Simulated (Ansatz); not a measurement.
Total energies of Sn₄Ge⁻ (the lowest doublet isomer of a short search) from Ansatz at r2SCAN-D4/def2-TZVPD, gas phase (1 Eh = 27.2114 eV = 2625.5 kJ/mol). The reference geometry is relaxed at r2SCAN-D4/def2-SVPD.

Cartesian coordinates in Å:
```
Ge -0.888 0.996 -0.620
Sn 1.564 0.703 -1.538
Sn 0.036 -1.722 -0.642
Sn 1.070 0.480 1.415
Sn -1.782 -0.458 1.385
```

```json
{"state": "charge -1 doublet", "geometry": "reference", "energy (Eh)": "-2934.78010"}
{"state": "charge 0 triplet", "geometry": "reference", "energy (Eh)": "-2934.67174"}
{"state": "charge -1 quartet", "geometry": "relaxed at r2SCAN-D4/def2-SVPD", "energy (Eh)": "-2934.74813"}
```

In the def2 sets Sn takes a core potential; there is no spin–orbit coupling.

(1) Work out the vertical ionisation energy to the triplet.

(2) Which of the charge -1 states is lowest, and how far above it are the others?

(1) E(charge 0 triplet) − E(charge -1 doublet) = -2934.67174 − (-2934.78010) = 0.10836 Eh = 2.95 eV. For comparison, −ε of the highest occupied level of the spin that leaves is 1.09 eV at this level, 1.86 eV less.

(2) The doublet. quartet: -2934.74813 − (-2934.78010) = 0.03197 Eh = 83.9 kJ/mol. The quartet differs in its bonds from the reference.

The structure comes from a short search, and lower isomers may exist.
